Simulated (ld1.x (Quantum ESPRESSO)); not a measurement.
An all-electron radial function and its pseudo partner (magnesium (Mg))

Columns: radius, all-electron u(r) and pseudo u(r) of the 2p shell (level -46.66 eV) of magnesium in the configuration [He] 2s2 2p6 3s2 3p0; Wu–Cohen, scalar-relativistic, TM scheme, ld1.x (Quantum ESPRESSO) 7.5.

| r (bohr) | all-electron | pseudo |
| --- | --- | --- |
| 0.053 | 0.1101 | 0.0393 |
| 0.105 | 0.3230 | 0.1493 |
| 0.158 | 0.5521 | 0.3189 |
| 0.210 | 0.7493 | 0.5199 |
| 0.262 | 0.9056 | 0.7290 |
| 0.315 | 1.0213 | 0.9244 |
| 0.368 | 1.0968 | 1.0806 |
| 0.420 | 1.1375 | 1.1837 |
| 0.473 | 1.1513 | 1.2355 |
| 0.525 | 1.1437 | 1.2398 |
| 0.578 | 1.1199 | 1.2084 |
| 0.630 | 1.0849 | 1.1549 |
| 0.683 | 1.0410 | 1.0888 |
| 0.735 | 0.9927 | 1.0211 |
| 0.788 | 0.9401 | 0.9541 |
| 0.840 | 0.8870 | 0.8925 |
| 0.893 | 0.8325 | 0.8340 |
| 0.945 | 0.7796 | 0.7798 |
| 0.998 | 0.7269 | 0.7270 |
| 1.050 | 0.6770 | 0.6770 |
| 1.102 | 0.6290 | 0.6290 |
| 1.155 | 0.5824 | 0.5824 |
| 1.208 | 0.5383 | 0.5383 |
| 1.260 | 0.4975 | 0.4975 |
| 1.313 | 0.4584 | 0.4584 |
| 1.365 | 0.4226 | 0.4226 |

(1) How many radial nodes do the two functions have?

(2) At about which radius was the pseudo-wave matched?

(3) Where does each function peak?

(4) Is the pseudo-wave norm-conserving?

Answers

(1) The all-electron 2p function has n − l − 1 = 0; the pseudo-wave has 0.

(2) 1.05 bohr. The columns agree to 0.0005 from 0.94 bohr on; several derivatives are matched, so the curves merge somewhat inside the radius.

(3) Outermost all-electron maximum near 0.47 bohr, pseudo maximum near 0.53 bohr (to the table’s step).

(4) Yes: the TM scheme keeps the norm inside the radius equal to the all-electron one, which fixes the energy derivative of the logarithmic derivative at the level.
